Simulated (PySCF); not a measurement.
Work out the structure from these simulated measurements.

Elements present: C, H, N and Si. Monoisotopic mass: 81.0035 u.

| Item | Value |
| --- | --- |
| Triplet | lowest triplet excitation (Tamm–Dancoff): 4.84 eV [TDA CAM-B3LYP/def2-SVPD] |
| UV, strongest line | among the 10 lowest singlet transitions: S10 at 8.17 eV (152 nm, f = 0.201) [TDDFT CAM-B3LYP/def2-SVPD] |
| Polarisability | 61.8 au [CAM-B3LYP/def2-SVPD] |
| 13C NMR | chemical shifts (computed TMS as zero) by class: 122.0 (1 C), 109.1 (1 C), 77.3 (1 C) ppm [GIAO PBE0/pcSseg-1] |
| Dipole | 3.86 D [CAM-B3LYP/def2-SVPD] |
| Rotational structure | rotational constants A, B, C: 9.194, 2.260, 1.855 GHz [PBE0-D3(BJ)/def2-SVP] |
| UV, first state | lowest singlet excitation: 5.88 eV (211 nm, f = 0.000) [TDDFT CAM-B3LYP/def2-SVPD] |
| 1H NMR | chemical shifts (computed TMS as zero) by class: 4.54 (2 H), 2.56 (1 H) ppm [GIAO PBE0/pcSseg-1] |
| Valence photoelectron | vertical ionisation energy: 11.26 eV [ΔSCF CAM-B3LYP/def2-SVPD] |

Gas-phase values; electronic properties from PySCF, density fitting. Levels stand in brackets. Geometry: PBE0-D3(BJ)/def2-SVP; no solvent, vibrations or thermal averaging. NMR classes are plain means over equivalent atoms (diastereotopic ones count apart unless rotation or inversion swaps them), as if these changed places fast.

Problem. Which formula fits the mass and the elements?

Solution. C3H3NSi (calculated 81.0035). No other formula that holds each of these elements comes within 0.0003 u with a fitting electron parity and a possible valence count.

Problem. Propose a structure and show how it fits.

Solution. Numbering: `[CH:1]#[C:2][SiH2:3][C:4]#[N:5]`. Its formula, C3H3NSi, gives 4 degrees of unsaturation: 0 rings and 4 π bonds in the structure found. 3 carbons fall into 3 classes; from least to most shielded: cyano carbon [C4] (122.0 ppm), terminal alkyne carbon [C1] (109.1 ppm), alkyne carbon [C2] (77.3 ppm). Hydrogen classes from least to most shielded: 2 H on an SiH2 silicon, Si3 (4.54 ppm), 1 H on a terminal alkyne carbon, C1 (2.56 ppm). The first electron is taken from the HOMO, whose largest Löwdin shares are 0.40 on the alkyne carbon, 0.39 on the terminal alkyne carbon and 0.08 on the SiH2 silicon. The optimised geometry has point group Cs and is an asymmetric top. Structure: `C#C[SiH2]C#N`. The assignments are read from this structure; whether some other isomer fits the data as well wasn't checked.
